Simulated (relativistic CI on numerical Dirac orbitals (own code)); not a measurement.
**Sensitivity of the levels of Ho21+ to α and to the nuclear radius**

These numbers are calculated, not measured: Dirac-Coulomb-Breit CI, KLI orbitals optimised for each configuration, derivatives by finite differences, unscaled Slater integrals, QED left out (own radial code, finite nucleus).

Configurations in the expansion (outside the closed core [Ar] 3d10): 4s²4p⁶4d¹⁰, 4s²4p⁶4d⁹4f, 4s²4p⁵4d¹⁰4f, 4s²4p⁶4d⁹5s, 4s4p⁶4d¹⁰4f, 4s²4p⁶4d⁹5p. Double excitations out of closed p, d and f shells are left out; levels of such configurations are missing from the list, as are those of other unlisted configurations, and high levels can miss mixing partners.

With x = (α/α₀)² − 1 an excitation energy changes as ω = ω₀ + qx; K = 2q/ω₀ is the relative enhancement. Terms are leading LS components, so labels can repeat. The field-shift factor is F = δν/δ⟨r²⟩ for the transition from the lowest level.

Lowest level 4s²4p⁶4d¹⁰ ¹S0.

```csv
Level,ω₀ (cm⁻¹),q (cm⁻¹),K,F (GHz/fm²)
4s²4p⁶4d⁹4f ³P°0,1246335,-5563,-0.00893,11.6
4s²4p⁶4d⁹4f ³P°1,1257459,829.5,0.00132,11.8
4s²4p⁶4d⁹4f ³P°2,1279855,11800,0.0184,12.2
4s²4p⁶4d⁹4f ³H°5,1292894,-4398,-0.0068,11.9
4s²4p⁶4d⁹4f ³H°6,1295011,6270,0.00968,12.3
4s²4p⁶4d⁹4f ³F°2,1310638,-744,-0.00114,12
4s²4p⁶4d⁹4f ³F°3,1311554,-3454,-0.00527,11.9
4s²4p⁶4d⁹4f ³G°4,1316750,559.3,0.000849,12.1
4s²4p⁶4d⁹4f ³F°4,1325860,10300,0.0155,12.3
4s²4p⁶4d⁹4f ³G°5,1338238,8507,0.0127,12.5
4s²4p⁶4d⁹4f ³D°1,1341071,30160,0.045,12.8
4s²4p⁶4d⁹4f ³D°3,1344844,11530,0.0172,12.6
4s²4p⁶4d⁹4f ³H°4,1364716,54570,0.08,13.2
4s²4p⁶4d⁹4f ¹D°2,1364799,64140,0.094,13.5
4s²4p⁶4d⁹4f ³F°2,1379579,67730,0.0982,13.4
4s²4p⁶4d⁹4f ¹H°5,1386751,72600,0.105,13.8
4s²4p⁶4d⁹4f ³G°3,1398816,71080,0.102,13.7
4s²4p⁶4d⁹4f ³G°4,1409616,76160,0.108,13.9
4s²4p⁶4d⁹4f ¹F°3,1416994,63050,0.089,13.7
4s²4p⁶4d⁹4f ¹P°1,1694734,35740,0.0422,14.6
4s²4p⁶4d⁹5s ³D3,1835005,-248300,-0.271,297
4s²4p⁶4d⁹5s ¹D2,1841576,-246700,-0.268,295
4s²4p⁶4d⁹5s ³D1,1907317,-175900,-0.184,298
```

At this charge energies of transitions that change n are usually good to better than 1 %, and those within a shell (Δn = 0) to a few per cent.
